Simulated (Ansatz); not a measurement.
Relaxation of Ag₃H₄⁻ with RKS r2SCAN-D4/def2-TZVPD.

```sh
$ ansatz run in.yaml --threads 4 --pin off --events-out ev --progress --plain --max-ram 3916MiB
```

```yaml
crystal:
  periodic: [false, false, false]
  atoms:
    - {symbol: Ag, position_ang: [0.187480, 1.256590, -0.620880]}
    - {symbol: Ag, position_ang: [1.238200, -1.066920, 0.464770]}
    - {symbol: Ag, position_ang: [-1.495000, -0.627090, 0.510700]}
    - {symbol: H, position_ang: [-0.275660, -1.743940, 0.250370]}
    - {symbol: H, position_ang: [-2.583750, 0.476240, 0.734360]}
    - {symbol: H, position_ang: [2.627570, -0.370070, 0.652770]}
    - {symbol: H, position_ang: [0.301160, 2.075190, -1.992110]}
basis:
  gaussian: {orbitals: def2-TZVPD}
total_charge: -1
hamiltonian: {xc: r2scan, dispersion: d4}
scf: {lower_state_search: "off"}
output: {orbitals: {seedname: orbitals}}
relax: {f_tol: 0.02, max_steps: 100}
```

Hardware: 4 threads of Arm Neoverse V2 on a shared host. Wall time 36 s.

Positions (Å) and forces (eV/Å) at steps 1, 2, 3, 4, 7, 8, 9, 10, 11, 13, 15 of 15:

```xyz
7
step=1 energy=-12070.7496 eV
Ag    0.187    1.257   -0.621   -0.046   -0.287    0.151
Ag    1.238   -1.067    0.465   -0.152   -0.007    0.047
Ag   -1.495   -0.627    0.511    0.150   -0.058    0.039
H    -0.276   -1.744    0.250   -0.196   -1.091   -0.240
H    -2.584    0.476    0.734   -0.838    0.681    0.182
H     2.628   -0.370    0.653    1.023    0.386    0.152
H     0.301    2.075   -1.992    0.058    0.376   -0.331
7
step=2 energy=-12070.9597 eV
Ag    0.183    1.239   -0.752   -0.028   -0.172   -0.073
Ag    1.264   -1.065    0.498   -0.131    0.077   -0.008
Ag   -1.516   -0.616    0.543    0.148    0.029   -0.011
H    -0.292   -1.844    0.260   -0.018   -0.075   -0.032
H    -2.708    0.469    0.796   -0.086    0.071    0.016
H     2.744   -0.415    0.708    0.109    0.042    0.014
H     0.327    2.231   -2.053    0.006    0.027    0.094
7
step=3 energy=-12070.9787 eV
Ag    0.165    1.138   -0.838    0.014    0.096   -0.144
Ag    1.255   -1.046    0.514    0.019   -0.034   -0.002
Ag   -1.503   -0.602    0.560   -0.027   -0.025   -0.002
H    -0.294   -1.850    0.239    0.010    0.072    0.012
H    -2.713    0.479    0.815    0.019   -0.009    0.008
H     2.753   -0.405    0.726   -0.021   -0.002    0.008
H     0.337    2.286   -2.015   -0.014   -0.098    0.121
7
step=4 energy=-12070.9819 eV
Ag    0.161    1.112   -0.875    0.006    0.034   -0.039
Ag    1.262   -1.048    0.513   -0.011    0.015    0.008
Ag   -1.510   -0.601    0.559    0.014    0.009    0.008
H    -0.292   -1.830    0.226    0.003    0.018   -0.014
H    -2.715    0.479    0.835   -0.006   -0.015    0.001
H     2.754   -0.405    0.745    0.001   -0.017    0.001
H     0.339    2.293   -2.004   -0.007   -0.044    0.036
7
step=7 energy=-12071.0055 eV
Ag    0.143    0.998   -1.038   -0.018   -0.123    0.083
Ag    1.298   -0.983    0.533    0.068    0.025    0.018
Ag   -1.524   -0.528    0.580   -0.061    0.049    0.022
H    -0.258   -1.593   -0.029    0.025    0.142   -0.001
H    -2.824    0.386    1.054    0.111   -0.101   -0.019
H     2.834   -0.527    0.960   -0.135   -0.060   -0.014
H     0.330    2.246   -2.060    0.010    0.069   -0.088
7
step=8 energy=-12071.0435 eV
Ag    0.133    0.931   -1.115   -0.030   -0.191    0.078
Ag    1.315   -0.951    0.546    0.111    0.047    0.022
Ag   -1.529   -0.492    0.593   -0.096    0.084    0.028
H    -0.236   -1.440   -0.152    0.037    0.212   -0.003
H    -2.864    0.329    1.154    0.148   -0.141   -0.021
H     2.857   -0.594    1.058   -0.181   -0.086   -0.013
H     0.324    2.217   -2.084    0.011    0.076   -0.090
7
step=9 energy=-12071.1148 eV
Ag    0.121    0.860   -1.187   -0.038   -0.226    0.056
Ag    1.330   -0.917    0.557    0.161    0.058    0.049
Ag   -1.533   -0.455    0.604   -0.138    0.110    0.056
H    -0.210   -1.272   -0.249    0.043    0.256   -0.076
H    -2.892    0.263    1.237    0.138   -0.149   -0.008
H     2.866   -0.666    1.140   -0.173   -0.098    0.000
H     0.319    2.187   -2.101    0.007    0.049   -0.078
7
step=10 energy=-12071.2119 eV
Ag    0.110    0.801   -1.272   -0.041   -0.243    0.098
Ag    1.346   -0.877    0.565    0.220    0.067    0.086
Ag   -1.535   -0.412    0.613   -0.194    0.137    0.097
H    -0.184   -1.099   -0.343    0.051    0.303   -0.110
H    -2.918    0.179    1.337    0.217   -0.176   -0.055
H     2.867   -0.754    1.240   -0.254   -0.099   -0.042
H     0.314    2.161   -2.140    0.001    0.012   -0.075
7
step=11 energy=-12071.3028 eV
Ag    0.100    0.750   -1.343   -0.009   -0.054    0.091
Ag    1.360   -0.825    0.571    0.230    0.017    0.130
Ag   -1.532   -0.358    0.619   -0.214    0.089    0.141
H    -0.155   -0.917   -0.407    0.019    0.117   -0.126
H    -2.922    0.075    1.422    0.196   -0.127   -0.060
H     2.841   -0.854    1.326   -0.222   -0.059   -0.049
H     0.308    2.128   -2.187    0.001    0.018   -0.128
7
step=13 energy=-12071.3626 eV
Ag    0.113    0.843   -1.420   -0.001   -0.005    0.003
Ag    1.335   -0.774    0.599   -0.020    0.005   -0.006
Ag   -1.491   -0.317    0.646    0.019   -0.003   -0.006
H    -0.123   -0.711   -0.494    0.002    0.013    0.002
H    -2.816   -0.138    1.595   -0.003    0.001   -0.001
H     2.679   -1.025    1.504    0.004   -0.001   -0.001
H     0.302    2.122   -2.431   -0.002   -0.011    0.009
7
step=15 energy=-12071.3626 eV
Ag    0.113    0.842   -1.419    0.000    0.000    0.000
Ag    1.333   -0.773    0.600    0.000    0.000    0.000
Ag   -1.489   -0.317    0.646    0.000    0.000    0.000
H    -0.123   -0.709   -0.493    0.000    0.000    0.000
H    -2.816   -0.138    1.593    0.000    0.000    0.000
H     2.679   -1.025    1.502    0.000    0.000    0.000
H     0.302    2.120   -2.429    0.000    0.000    0.000
```

In the def2 sets Ag takes a core potential; there is no spin–orbit coupling. Another isomer (singlet) lies 0.36 eV lower at PBE0-D4/def2-TZVPD; other spin states weren't run for this one.
